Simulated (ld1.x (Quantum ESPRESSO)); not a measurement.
Values are calculated unless marked as measured or tabulated.
## Potentials for Au (Z = 79) compared

Generated with ld1.x 7.5 (TM, RRKJ, ultrasoft, PAW), atompaw 4.2 or ONCVPSP 4.0.1. The cutoff is in Ry: for ld1.x and atompaw files where the sum of valence levels is converged to 10 mRy in a Bessel basis, for ONCV files where the hardest occupied wave has 1 mHa per electron of residual kinetic energy. The error is the largest all-electron minus pseudo excitation energy over each file’s own four to seven test configurations (ionisations up to +4, promotions, holes and added fractions of an electron), all of which were solved. The labels leave out finer settings (local radius, basis sizes, second energies), which also bear on the numbers. Spin-polarised tests are not counted. The rows are a selection from randomly drawn settings: files with unsolved tests, undetermined cutoffs or missed reference levels are left out.

A true bound ghost makes a file unfit for plane-wave use even where its test errors are small: the radial tests pick states by their node count and pass the ghost by.

```tsv
potential	cutoff (Ry)	largest error (meV)	bound ghosts
TM, PBE, scalar-relativistic, rc 1.30/1.40/1.35 (spd), local d, core correction yes, reference 5s2 5p6 5d9 6s0 6p0	100	-1779	none
TM, revPBE, fully relativistic, rc 2.15/3.25/1.45 (spd), local s, core correction no, reference 5d10 6s0.5 6p0	45	-746	none
TM, PBEsol, scalar-relativistic, rc 1.70/3.25/1.40/3.30 (spdf), local s, core correction yes, reference 5d9 6s2 6p0	60	-559	none
TM, LDA (PZ), scalar-relativistic, rc 2.10/1.70/1.90 (spd), local s, core correction no, reference 5p6 5d9 6s0 6p0	50	-602	none
TM, PBE, scalar-relativistic, rc 1.85/3.20/1.55 (spd), local s, core correction yes, reference 5d10 6s0.5 6p0.5	45	-345	none
```

Task: Fill in the row for Au: PAW, PBE, non-relativistic, rc 2.55/2.30/1.55 (spd), local smoothed, core correction yes, reference 5p6 5d9 6s0 6p0.

Result: cutoff 45 Ry, largest error -88 meV, bound ghosts: s.
